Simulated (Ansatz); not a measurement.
`S[SiH2][GaH2]` → `[GaH3]` + `[SiH]S` at 700 K and 1 bar (silylene formation by 1,1-elimination).

Program: Ansatz. Geometries: PBE0-D4/def2-TZVP. ΔE: electronic, gas phase. CBS: MP2 limit from def2 TZ/QZ plus the TZ coupled-cluster correction, frozen cores. This one scheme is used for every species. For Ga outer-core shells are correlated without core-valence functions, which leaves a few kJ/mol of doubt a bond. Scalar relativity is left out up to krypton. One conformer a species, not always the lowest.

```json
{"species": "`S[SiH2][GaH2]`", "CCSD(T)/CBS energy (Eh)": "-2613.80410", "H − E (kJ/mol)": "174.6", "S (J/(mol·K))": "455.8"}
{"species": "`[GaH3]`", "CCSD(T)/CBS energy (Eh)": "-1925.70545", "H − E (kJ/mol)": "80.8", "S (J/(mol·K))": "262.3"}
{"species": "`[SiH]S`", "CCSD(T)/CBS energy (Eh)": "-688.02937", "H − E (kJ/mol)": "79.2", "S (J/(mol·K))": "304.9"}
```

H − E and S are ideal-gas, rigid-rotor, harmonic terms from PBE0-D4/def2-TZVP, for one conformer and one mirror image of each species. 1 Eh = 2625.50 kJ/mol, R = 8.31446 J/(mol·K).

Q: By hand: ΔE, ΔH, ΔS and ΔG.

A: ΔE = (-1925.70545) + (-688.02937) − (-2613.80410) = 0.06928 Eh = 181.9 kJ/mol. Δ(H − E) = 80.8 + 79.2 − 174.6 = -14.6, so ΔH = 167.3 kJ/mol. ΔS = 262.3 + 304.9 − 455.8 = 111.4 J/(mol·K). ΔG = 167.3 − 700 × (111.4)/1000 = 89.3 kJ/mol.

Q: By hand: the equilibrium constant, and the temperature at which ΔG would vanish if ΔH and ΔS stayed fixed.

A: log₁₀ K = −ΔG/(RT ln 10) = -6.7. ΔG = 0 at ΔH/ΔS = 1502 K.

The number of gas molecules changes by +1, which sets the sign of ΔS. A doubt of 5 kJ/mol in ΔE shifts log₁₀ K by 0.4 here. Other conformers and mirror images would add mixing entropy, several J/(mol·K) or more a flexible species. Modes under 60 cm⁻¹, often nearly free rotors, make the harmonic entropy too high. These are equilibria of isolated gas molecules and say nothing of rates. Largest T1 diagnostic: 0.016 (customary marks: 0.02 for closed shells, 0.045 for open ones).
